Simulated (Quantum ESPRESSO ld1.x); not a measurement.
As6+, 27 electrons, occupied as [Ar] 3d9.

Calculated with ld1.x of Quantum ESPRESSO 7.5: scalar-relativistic Kohn-Sham, LDA (Slater exchange, Perdew-Zunger correlation), spin-unpolarised, spherical densities, point nucleus.

Energy parts (Ry):
| part | energy |
|---|---|
| total | -4494.0131 |
| kinetic | 4579.5820 |
| electron-nucleus | -10641.7097 |
| Hartree | 1723.3228 |
| exchange-correlation | -155.2082 |

Orbitals (lengths in bohr, moments of r in powers of bohr; r(90%) holds 90 % of the orbital's charge):
1s: occ. 2; eigenvalue (Ry) -867.339; r(90%) 0.0814; <r^2> 0.002793; <1/r> 33.42
2s: occ. 2; eigenvalue (Ry) -116.540; r(90%) 0.314; <r^2> 0.04862; <1/r> 7.358
2p: occ. 6; eigenvalue (Ry) -103.218; r(90%) 0.290; <r^2> 0.03850; <1/r> 7.217
3s: occ. 2; eigenvalue (Ry) -21.0685; r(90%) 0.883; <r^2> 0.4042; <1/r> 2.409
3p: occ. 6; eigenvalue (Ry) -16.9209; r(90%) 0.927; <r^2> 0.4312; <1/r> 2.267
3d: occ. 9; eigenvalue (Ry) -10.0484; r(90%) 1.04; <r^2> 0.4938; <1/r> 1.995

The highest occupied level is 3d at -136.72 eV. Summed over all electrons, <r^2> = 8.174 bohr^2, which gives a Langevin (diamagnetic) susceptibility term of -6.47 x 10^-6 cm^3/mol.

Run on one thread of a shared host, so times are rough (Intel(R) Xeon(R) Processor @ 2.60GHz): 0.57 s of CPU time, 0.6 s wall, 19 iterations on 2013 mesh points.
